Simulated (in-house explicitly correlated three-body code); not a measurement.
Computed with an exponentially correlated three-body code. Model: two electrons around a point charge, non-relativistic, variational in 260 exponentially correlated functions (energies converged to about 1e-7 hartree, or 1e-8 relative for large Z).

The wave function depends on r1, r2 and r12, so the cusp where the electrons meet is built in. Binding is counted against the one-electron ion, and the quantum defect is n less (Z − 1)/√(2 × binding).

Command:
```bash
python run_hyl.py task.json out
```
Settings (lengths in bohr, energies in hartree):
```
Z                      3.2
interaction_strength   1
functions              260
states_tried           13
```

Run time, properties included: 14 s on 1 thread of AMD EPYC 9R45 96-Core Processor (Zen 5), with other jobs on the host.

**Those bound S and P states to n = 4 that converged, binding against the one-electron ion.**

Given: nuclear charge 3.2.

Computed: one-electron threshold -5.12 hartree.

| term | energy (hartree) | binding (eV) | quantum defect |
| --- | --- | --- | --- |
| 1 1S | -8.39507364 | 89.119 | 0.1404 |
| 2 3S | -5.84797539 | 19.809 | 0.17674 |
| 2 1S | -5.76972023 | 17.68 | 0.070057 |
| 2 3P | -5.75704579 | 17.335 | 0.050953 |
| 2 1P | ? | ? | ? |
| 3 3S | -5.42214964 | 8.2219 | 0.16993 |
| 3 1S | -5.40157789 | 7.6621 | 0.068375 |
| 3 3P | -5.39837137 | 7.5749 | 0.051539 |
| 3 1P | -5.38648878 | 7.2515 | -0.013479 |
| 4 3S | -5.28479194 | 4.4842 | 0.16787 |
| 4 1S | ? | ? | ? |
| 4 3P | -5.27523235 | 4.2241 | 0.051642 |
| 4 1P | -5.27024491 | 4.0884 | -0.013357 |

Problem. What belongs in the row 2 1P?

Solution. energy (hartree): -5.71694654; binding (eV): 16.244; quantum defect: -0.013446.

Problem. What belongs in the row 4 1S?

Solution. energy (hartree): -5.27652379; binding (eV): 4.2592; quantum defect: 0.067964.

**Converged states only, values per electron or pair.**

| term | mean r (bohr) | mean r squared (bohr²) | mean inverse r (1/bohr) | mean r12 (bohr) | mean inverse r12 (1/bohr) | mean cosine | mean p1 dot p2 (bohr⁻²) | delta r1 (bohr⁻³) | delta r12 (bohr⁻³) |
| --- | --- | --- | --- | --- | --- | --- | --- | --- | --- |
| 1 1S | 0.53204 | 0.38445 | 2.8879 | 0.79939 | 1.6923 | -0.040979 | 0.3152 | 8.4358 | 0.67903 |
| 2 3S | 1.3816 | 3.2135 | 1.9057 | 2.3644 | 0.50023 | -0.012072 | 0.019658 | 5.5568 | - |
| 2 1S | 1.5102 | 3.9393 | 1.8846 | 2.6048 | 0.52183 | -0.014364 | 0.024163 | 5.5023 | 0.085183 |
| 2 3P | ? | ? | ? | ? | ? | ? | ? | ? | - |
| 2 1P | ? | ? | ? | ? | ? | ? | ? | ? | ? |
| 3 3S | 2.9733 | 17.183 | 1.7308 | 5.5062 | 0.23252 | -0.0036299 | 0.0054413 | 5.3077 | - |
| 3 1S | 3.1668 | 19.681 | 1.7251 | 5.8888 | 0.23755 | -0.004491 | 0.0070948 | 5.2968 | 0.02493 |
| 3 3P | 2.9701 | 17.417 | 1.7254 | 5.5043 | 0.24555 | -0.015022 | -0.094897 | 5.1953 | - |
| 3 1P | 3.1027 | 19.097 | 1.7212 | 5.7585 | 0.24299 | 0.0036672 | 0.090646 | 5.218 | 0.0046896 |
| 4 3S | 5.2469 | 56.673 | 1.6723 | 10.04 | 0.13295 | -0.0015127 | 0.0022133 | 5.2527 | - |
| 4 1S | 5.5066 | 62.696 | 1.67 | 10.558 | 0.1348 | -0.0019137 | 0.0029683 | 5.2489 | 0.010402 |
| 4 3P | 5.3214 | 58.884 | 1.6701 | 10.191 | 0.13789 | -0.0060755 | -0.037803 | 5.2071 | - |
| 4 1P | 5.4977 | 62.984 | 1.6684 | 10.539 | 0.13697 | 0.0015024 | 0.037873 | 5.2162 | 0.0020636 |

Problem. What belongs in the row 2 3P?

Solution. mean r (bohr): 1.3001; mean r squared (bohr²): 2.8894; mean inverse r (1/bohr): 1.8859; mean r12 (bohr): 2.2198; mean inverse r12 (1/bohr): 0.55582; mean cosine: -0.056593; mean p1 dot p2 (bohr⁻²): -0.37269; delta r1 (bohr⁻³): 5.1401.

Problem. What belongs in the row 2 1P?

Solution. mean r (bohr): 1.3904; mean r squared (bohr²): 3.3477; mean inverse r (1/bohr): 1.8714; mean r12 (bohr): 2.3575; mean inverse r12 (1/bohr): 0.54309; mean cosine: 0.013187; mean p1 dot p2 (bohr⁻²): 0.31221; delta r1 (bohr⁻³): 5.2271; delta r12 (bohr⁻³): 0.013856.

**Electric-dipole lines between converged S and P states, rate of the upper state's decay.**

```tsv
s state	p state	p minus s (eV)	oscillator strength from s	rate (1/s)
1 1S	2 1P	72.876	0.4802	3.6887e+10
1 1S	3 1P	81.868	0.1149	1.1138e+10
1 1S	4 1P	85.031	0.045162	4.7229e+09
2 1S	2 1P	1.436	0.19564	5.8356e+06
2 1S	3 1P	10.428	0.26954	4.2397e+08
2 1S	4 1P	13.591	0.075246	2.0105e+08
3 1S	2 1P	-8.5816	-0.08999	2.8757e+08
3 1S	3 1P	0.4106	0.33459	815890
3 1S	4 1P	3.5738	0.2798	5.1687e+07
4 1S	2 1P	-11.985	-0.018013	1.1226e+08
4 1S	3 1P	?	?	?
4 1S	4 1P	?	?	?
2 3S	2 3P	2.4743	0.28293	2.5054e+07
2 3S	3 3P	12.234	0.20346	4.4049e+08
2 3S	4 3P	15.585	0.061186	2.1496e+08
3 3S	2 3P	-9.113	-0.10915	3.9332e+08
3 3S	3 3P	0.64704	0.47144	2.8548e+06
3 3S	4 3P	3.9978	0.20604	4.7632e+07
4 3S	2 3P	-12.851	-0.020361	1.459e+08
4 3S	3 3P	-3.0907	-0.23897	9.9051e+07
4 3S	4 3P	0.26013	0.64713	633370
```

Problem. What belongs in the row 4 1S 3 1P?

Solution. p minus s (eV): -2.9923; oscillator strength from s: -0.19575; rate (1/s): 7.6055e+07.

Problem. What belongs in the row 4 1S 4 1P?

Solution. p minus s (eV): 0.17086; oscillator strength from s: 0.46305; rate (1/s): 195520.

**Functionals on the exact density and self-consistent, errors are functional minus exact, hybrids only self-consistent, a dash where a self-consistent run leaves the top level unbound.**

```
       result  exchange error (millihartree)  correlation error (millihartree)  functional driven error (millihartree)  density driven error (millihartree)  self consistent total error (millihartree)  top level plus exact binding (eV)
         BLYP                         7.1902                           -4.2643                                  2.9259                              -1.4885                                      1.4373                             16.187
         PW91                         22.826                            -7.537                                  15.289                               -1.192                                      14.097                             16.313
         SCAN                        -4.5434                            3.0693                                 -1.4741                             -0.29633                                     -1.7704                             14.857
         RPBE                        -2.0183                           -1.3503                                 -3.3686                              -1.2418                                     -4.6104                             16.357
        wB97X                              -                                 -                                       -                                    -                                     -9.6183                             9.9543
        M06-L                        -20.198                           -2.3313                                 -22.529                              -2.2791                                     -24.808                             14.687
      revTPSS                              ?                                 ?                                       ?                                    ?                                           ?                                  ?
       r2SCAN                              ?                                 ?                                       ?                                    ?                                           ?                                  ?
     LDA VWN5                         248.73                           -95.109                                  153.62                              -2.1051                                      151.51                             17.451
         OLYP                         4.6706                           -4.2643                                 0.40625                              -1.4541                                     -1.0478                             16.275
        HSE06                              -                                 -                                       -                                    -                                      17.076                              12.52
B3LYP VWN-RPA                              -                                 -                                       -                                    -                                     -4.8429                             12.597
         BP86                         7.1902                           -2.1721                                  5.0181                             -0.73221                                      4.2859                             16.353
         TPSS                        -4.1538                           -2.3046                                 -6.4584                             -0.30135                                     -6.7598                             15.357
```

Problem. What belongs in the row revTPSS?

Solution. exchange error (millihartree): -3.6103; correlation error (millihartree): -4.9906; functional driven error (millihartree): -8.6009; density driven error (millihartree): -0.18835; self consistent total error (millihartree): -8.7893; top level plus exact binding (eV): 15.078.

Problem. What belongs in the row r2SCAN?

Solution. exchange error (millihartree): -4.5434; correlation error (millihartree): 3.0693; functional driven error (millihartree): -1.4741; density driven error (millihartree): -0.29633; self consistent total error (millihartree): -1.7704; top level plus exact binding (eV): 14.857.

The density-driven part is never positive, since each functional's own density lowers its energy. Here it is small beside the functional-driven part (median ratio 0.15), the normal case.
